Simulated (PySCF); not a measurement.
Y(III) with more and more H2O

Computed with PySCF 2.14.0, PBE0, def2-SVP on the ligands, density fitting, scalar-relativistic core potentials, no spin-orbit coupling, vacuum. The metal has def2-SVP with ECP28. Each complex is relaxed within the symmetry of its template. Distances are means of the shortest metal–ligand contacts, charges and spins Mulliken's; removal energies are rigid, with the ligand's formal charge and no counterpoise, so too large; for an anion taken off a cation in vacuum most of it is the attraction of opposite charges, and multiply charged cations can part far more cheaply with an electron moved from ligand to metal.

```csv
complex,point group,M–H2O (Å),charge on M (e),HOMO–LUMO gap (eV),removal of one H2O (eV),"strongest infrared band, degenerate modes summed (cm⁻¹)",unstable modes (below −25 cm⁻¹)
[Y(H2O)]3+,C2v,2.136,2.49,7.36,5.51,3366,0
[Y(H2O)2]3+,C1,2.178,2.13,7.88,4.60,3469,0
[Y(H2O)4]3+,S4,2.245,1.64,9.15,3.53,–,not given
```

Q: What does the calculation give for [Y(H2O)3]3+?

A: point group: D3h, M–H2O (Å): 2.229, charge on M (e): 1.89, HOMO–LUMO gap (eV): 7.66, removal of one H2O (eV): 3.91, unstable modes (below −25 cm⁻¹): 4.
```xyz
10

Y     0.0000    0.0000    0.0000
O     2.2286    0.0000    0.0000
H     2.8442    0.0000    0.7731
H     2.8442    0.0000   -0.7731
O    -1.1143    1.9300    0.0000
H    -1.4221    2.4632    0.7731
H    -1.4221    2.4632   -0.7731
O    -1.1143   -1.9300    0.0000
H    -1.4221   -2.4631    0.7731
H    -1.4221   -2.4631   -0.7731
```

The more ligands, the longer each bond and the weaker the last ligand is held.

Members with unstable modes aren't minima as they stand: saddle points kept by symmetry or, where the modes are soft, flat surfaces and noise. Moved off a saddle point of the template and relaxed again: [Y(H2O)2]3+, [Y(H2O)4]3+. One start shape was tried for each, so a minimum needn't be the lowest isomer.
